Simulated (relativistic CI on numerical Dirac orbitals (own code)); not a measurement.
## Slater and spin-orbit integrals, Pt I

Method of calculation: Dirac-Coulomb-Breit CI, KLI orbitals optimised for each configuration, model QED (radiative potential, 1s self-energy scaled to tabulated hydrogen-like ionisation energies), valence Slater integrals scaled by 0.85, P86 correlation energy added to each configuration (own radial code, finite nucleus).

Slater integrals F^k, G^k are unscaled and averaged over j, outside the closed core [Xe] 4f14; ζ comes from projecting the Hamiltonian with its Breit term on Σ l·s of the shell.

- 5d⁹6s: ζ(5d) = 3752.2, G^2(5d,6s) = 20476 cm⁻¹; <r>(5d) = 1.694, <r^2>(5d) = 3.487, <r>(6s) = 2.924, <r^2>(6s) = 9.876 (bohr units).
- 5d⁸6s²: F^2(5d,5d) = 61999, F^4(5d,5d) = 40605, ζ(5d) = 4026.8 cm⁻¹; <r>(5d) = 1.64, <r^2>(5d) = 3.234 (bohr units).
- 5d⁸6s6p: F^2(5d,5d) = 63186, F^4(5d,5d) = 41480, ζ(5d) = 4152.6, G^2(5d,6s) = 20785, F^2(5d,6p) = 15615, G^1(5d,6p) = 7701.8, G^3(5d,6p) = 5677.6, G^1(6s,6p) = 28634, ζ(6p) = 2940.8 cm⁻¹; <r>(5d) = 1.614, <r^2>(5d) = 3.11, <r>(6s) = 2.779, <r^2>(6s) = 8.876, <r>(6p) = 4.405, <r^2>(6p) = 22.98 (bohr units).

(1) Give the Racah parameters of the d shell in 5d⁸6s².

In this model ζ of a weakly bound d, f or g electron outside closed shells comes out too small, for d by up to a factor of two or three and at times with the wrong sign; that of an outer p electron is too small as well.

Correlation outside the listed configurations is missing or only estimated: errors of thousands of cm⁻¹ between configurations and terms are usual at this charge. Rates and lifetimes follow the computed energies and can be off by large factors. The fine structure of a lone outer electron comes out too small, for d and f at times inverted, and misplaced configurations move strength between like terms. 11 of the 30 excited levels that our extract of the measured tables holds in this range could be paired (the sources list more); they are missed by 3595 cm⁻¹ on average and 6366 at most, and levels without a partner can miss by more. Some levels of the ground configuration have no partner and can miss by 10 % or more.

Averages of the first 10 configurations, taken without configuration mixing, which lowers the lowest level and can move excited configurations by several eV; other configurations of the list can lie among them:

| Configuration | Parity | States | Average energy above the lowest level (eV) |
| --- | --- | --- | --- |
| 5d⁹6s | even | 20 | 0.7 |
| 5d⁸6s² | even | 45 | 2.2 |
| 5d¹⁰ | even | 1 | 1.0 |
| 5d⁸6s6p | odd | 540 | 6.4 |
| 5d⁹6p | odd | 60 | 5.0 |
| 5d⁹6d | even | 100 | 7.1 |
| 5d⁹7s | even | 20 | 6.3 |
| 5d⁷6s²6p | odd | 720 | 9.6 |
| 5d⁹7p | odd | 60 | 7.2 |
| 5d⁹8s | even | 20 | 7.5 |

Answers

(1) B = F²/49 − 5F⁴/441 = 805 cm⁻¹ and C = 35F⁴/441 = 3223 cm⁻¹; values fitted to spectra at such low charge are typically 15 to 30 % smaller.
